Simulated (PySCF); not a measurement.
SMILES [SeH][SiH2]S, PBE0/def2-SVP optimised geometry.

```
7

S      2.00    -0.71     0.00
Si    -0.14    -0.71     0.00
Se    -0.89     1.45     0.00
H      2.12     0.02    -1.14
H     -0.73    -1.40    -1.18
H     -0.49    -1.45     1.24
H     -2.12     1.10    -0.74
```

Density from PBE0/def2-TZVP (PySCF 2.14.0) at that geometry.

Minimum of the electron density along straight lines between bonded atoms, close to the bond critical point (lines longer than 1.1 times the sum of covalent radii, or with two minima, are not listed):

| bond | length / Å | ρ at the minimum / e bohr⁻³ | ∇²ρ there / e bohr⁻⁵ | position (fraction from the first atom) |
|---|---|---|---|---|
| S1–Si2 | 2.141 | 0.099 | 0.10 | 0.64 |
| Si2–Se3 | 2.289 | 0.091 | -0.01 | 0.35 |
| S1–H4 | 1.352 | 0.210 | -0.59 | 0.65 |
| Si2–H5 | 1.493 | 0.122 | 0.14 | 0.49 |
| Si2–H6 | 1.490 | 0.122 | 0.14 | 0.49 |
| Se3–H7 | 1.472 | 0.173 | -0.31 | 0.63 |
